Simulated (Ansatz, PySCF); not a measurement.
Gas-phase reaction (SMILES): O[SiH2]O [dihydroxysilane] -> O[SiH2] + [OH] (HO); the O-Si bond at the site shown breaks (other sites are not compared here).

Each molecule is optimised on its own at B3LYP-D3(BJ)/def2-TZVP (Ansatz, a quantum-chemistry and plane-wave program), one conformer each, not searched for the lowest. Correlated levels leave the core frozen unless marked. UHF or UKS for open shells. No spin-orbit coupling. Non-relativistic. Basis-set limits of correlation are two-point, X^-3; Hartree-Fock from the larger set (for Q and 5 zeta extrapolated as (X+1)exp(-9√X)). Thermal terms are rigid-rotor harmonic-oscillator values from B3LYP-D3(BJ) frequencies (PySCF) at 298.15 K and 1 atm. 1 Eh = 627.5095 kcal/mol.

```json
[
 {"species": "O[SiH2]O", "E, CCSD(T)/CBS(cc-pV(Q+d)Z,cc-pV(5+d)Z) (Ansatz) (Eh)": "-441.92165", "E, wB97M-V/def2-TZVPD (Ansatz) (Eh)": "-442.44808", "H - E (Eh)": "0.05088"},
 {"species": "O[SiH2]", "E, CCSD(T)/CBS(cc-pV(Q+d)Z,cc-pV(5+d)Z) (Ansatz) (Eh)": "-366.02862", "E, wB97M-V/def2-TZVPD (Ansatz) (Eh)": "-366.49190", "H - E (Eh)": "0.03326"},
 {"species": "[OH] (HO)", "E, CCSD(T)/CBS(cc-pV(Q+d)Z,cc-pV(5+d)Z) (Ansatz) (Eh)": "-75.67633", "E, wB97M-V/def2-TZVPD (Ansatz) (Eh)": "-75.74240", "H - E (Eh)": "0.01169"}
]
```

**Question.** Work out ΔE and ΔH at 298.15 K at the first level, then ΔH at the second.

**Answer.** 
1. ΔE = [(-366.02862) + (-75.67633)] - [(-441.92165)] = 0.21670 Eh = 136.0 kcal/mol at CCSD(T)/CBS(cc-pV(Q+d)Z,cc-pV(5+d)Z).
2. The terms H - E add up to -0.00593 Eh, so ΔH = (0.21670 + (-0.00593))×627.5095 = 132.3 kcal/mol.
3. At wB97M-V/def2-TZVPD the same steps give ΔE = 134.1 and ΔH = 130.4 kcal/mol, a shift of -1.9 from the first level.
4. These values are not checked against measurement here, since the tables used lack a sound gas-phase enthalpy of formation for at least one species.
